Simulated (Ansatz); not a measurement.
Consider the germylene loss: `[NH2][AlH][AlH][GeH3]` → `[NH2][AlH][AlH2]` + `[GeH2]`.

Calculated with Ansatz (gas phase, PBE0-D4/def2-TZVP geometries, no zero-point term in ΔE). CBS: MP2 limit from def2 TZ/QZ plus the TZ coupled-cluster correction, frozen cores. For Ge outer-core shells are correlated without core-valence functions, which leaves a few kJ/mol of doubt a bond. Scalar relativity is left out up to krypton. One conformer a species, not always the lowest.

```csv
species,SCS-MP2/def2-QZVPP energy (Eh)
`[NH2][AlH][AlH][GeH3]`,-2618.74526
`[NH2][AlH][AlH2]`,-541.68671
`[GeH2]`,-2076.98143
```

Question: Work out ΔE.

Answer: ΔE = (-541.68671) + (-2076.98143) − (-2618.74526) = 0.07712 Eh = +202.5 kJ/mol. CCSD(T)/CBS gives +206.9 kJ/mol.

Largest T1 diagnostic among the species: 0.013.

From PBE to PBE0 (25 % exact exchange), in def2-TZVPP and without D4, ΔE moves by +7.2 kJ/mol. At CCSD(T), def2-SVP lies −10.2 kJ/mol from the extrapolated value and def2-TZVPP +1.9 kJ/mol. The D4 term adds +10.5 kJ/mol with B3LYP and +6.0 kJ/mol with PBE0; it sums over pairs of atoms, weighted by their polarisabilities, and B3LYP, whose exchange is more repulsive, gets the larger term.

B3LYP here is the variant with VWN-RPA as its local correlation; programs differ in this.
